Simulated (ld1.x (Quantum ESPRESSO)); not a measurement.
## Pseudopotential generation for phosphorus (P): ultrasoft, PBE, scalar-relativistic.

```json
{"Element": "phosphorus (P)", "Generator": "ld1.x (Quantum ESPRESSO) 7.5", "Type": "ultrasoft", "Functional": "PBE", "Relativity": "scalar-relativistic", "Frozen core": "[Ne]", "Valence charge": "5", "Reference configuration": "3s2 3p3", "Partial waves": "3s (bound): rcut 1.20, rcutus 1.65 bohr; 3s channel at 1.65 Ry: rcut 1.20, rcutus 1.65 bohr; 3p (bound): rcut 1.65, rcutus 2.20 bohr; 3p channel at 0.3 Ry: rcut 1.65, rcutus 2.20 bohr; 3d channel at -0.15 Ry: rcut 1.85, rcutus 2.45 bohr; 3d channel at 0.45 Ry: rcut 1.85, rcutus 2.45 bohr", "Local potential": "all-electron potential smoothed inside 2.35 bohr (lloc = -1)", "Core correction": "Bessel-smoothed model core inside 1.05 bohr", "Augmentation charge": "PSQ, radius 1.20 bohr"}
```

Results:

| Item | Value |
| --- | --- |
| Cutoffs needed | 12 Ry and 18 Ry (the cutoffs (Ry, on a coarse ladder) from which the occupation-weighted sum of valence levels, in a spherical-Bessel basis at the reference potential, stays within 10 and 1 mRy of its value at 400 Ry) |
| Ghost test | no extra level below or beside the all-electron valence levels (s, p, d, f tested) (spherical-Bessel basis up to 400 Ry, 20 bohr box) |
| Largest excitation error | +15 meV (all-electron minus pseudo) for 3s2 3p0, out of 7 test configurations |
| Lowest eigenvalue of the overlap operator | 0.39 (s channel) |
| Density cutoff estimated by the generator | 253 Ry |

Generation and tests took about 3.8 s on one core of a shared server CPU.
